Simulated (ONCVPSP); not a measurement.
## Varying the ONCV potential for fluorine (F)

Base potential:

| Quantity | Value |
| --- | --- |
| Element | fluorine |
| Generator | ONCVPSP 4.0.1 |
| Type | optimised norm-conserving Vanderbilt (ONCV) |
| Functional | PBE |
| Relativity | non-relativistic |
| Frozen core | [He] |
| Valence charge | 7 |
| Reference configuration | 2s1 2p6 |
| Partial waves | 2s: rc 0.65 bohr, ncon 4, nbas 9, qcut 9.2 1/bohr, local; 2p: rc 1.40 bohr, ncon 3, nbas 7, qcut 10.2 1/bohr, 2 projectors, debl 0.9 Ha |
| Local potential | the s channel |
| Core correction | Teter function fitted to the true core (icmod 2), fcfact 0.35 |

Cutoffs, loose and tight: the cutoffs (Ha) at which the residual kinetic energy of the hardest occupied pseudo-wave falls to 1 and 0.1 mHa per electron. They do not see the model core or the augmentation charge, which bear on the density cutoff. Test errors are all-electron minus pseudo excitation energies from the reference, over the configurations 2s2 2p5; 2s2 2p4; 2s2 2p3; 2s2 2p4.5. A dash means not determined; rows that change the core or the reference have their own tests.

| change | outcome | cutoff, loose | cutoff, tight | bound ghosts | GHOST(+) flags above zero | largest test error (meV) |
| --- | --- | --- | --- | --- | --- | --- |
| base | generated | 97 Ha | 486 Ha | none | none | +512 |
| all radii but the core radius scaled by about 0.84 (s 0.54, p 1.18 bohr) | generated | 98 Ha | 693 Ha | none | none | +332 |
| all radii but the core radius scaled by about 0.90 (s 0.58, p 1.26 bohr) | generated | 87 Ha | 279 Ha | none | none | +395 |
| all radii but the core radius scaled by about 1.06 (s 0.70, p 1.48 bohr) | generated | 88 Ha | 434 Ha | none | none | +590 |
| all radii but the core radius scaled by about 1.11 (s 0.72, p 1.56 bohr) | generated | 81 Ha | 408 Ha | none | none | +653 |
| all radii but the core radius scaled by about 1.33 (s 0.86, p 1.86 bohr) | generated | 40 Ha | 195 Ha | none | none | +1059 |

What comes out with this change to the base: all radii but the core radius scaled by about 1.23 (s 0.80, p 1.72 bohr)?

outcome: generated; cutoff, loose: 45 Ha; cutoff, tight: 313 Ha; bound ghosts: none; GHOST(+) flags above zero: none; largest test error (meV): +868.

What comes out with this change to the base: all radii but the core radius scaled by about 1.20 (s 0.78, p 1.68 bohr)?

outcome: generated; cutoff, loose: 50 Ha; cutoff, tight: 342 Ha; bound ghosts: none; GHOST(+) flags above zero: none; largest test error (meV): +803.

What comes out with this change to the base: all radii but the core radius scaled by about 0.80 (s 0.52, p 1.12 bohr)?

outcome: failed: ERROR pspot: first pseudo wave function has node, program will stop. Cause: the optimised pseudo-wave of the first projector has a node, so the radial equation cannot be inverted for a potential.

Reading the sweep of the scale of all radii but the core radius (base = 1) (base included, trends over the rows without a ghost): The loose cutoff falls from 98 Ha at 0.84 to 40 Ha at 1.33, with one reversal. A larger radius leaves more room for a smooth pseudo-wave, so fewer plane waves are needed; a smaller one forces it to follow the all-electron wave where it bends sharply. The median size of the test errors (rows with all tests solved) rises from 63.4 meV at 0.84 to 165.2 meV at 1.33. More of the atom is replaced by a form fitted at one configuration, so other configurations suffer as the radius grows. The generation fails at 0.8.
